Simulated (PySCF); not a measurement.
Al(H)(F)(NH2) (AlFH3N), SMILES [NH2][AlH][F].

The structure is a stationary point at r2SCAN-D4/def2-TZVP. One conformer was computed; it need not be the lowest.

Method: CAM-B3LYP/def2-TZVPD in PySCF.

Computed frontier levels, gap, dipole moment and polarisability:
```
Property                                                                                                        Value
---------------------------------------------------------------------------------------------  ----------------------
highest occupied level                                                                                       -9.29 eV
lowest empty level                                                                                            0.26 eV
orbital gap                                                                                                   9.55 eV
dipole moment                                                                                                  2.15 D
quadrupole, principal values (traceless, Buckingham form, about the centre of nuclear charge)   -3.38, 1.46, 1.92 D·Å
mean static polarisability                                                                       35.0 bohr³ (5.18 Å³)
polarisability, principal values                                                               32.3, 33.6, 39.0 bohr³
```
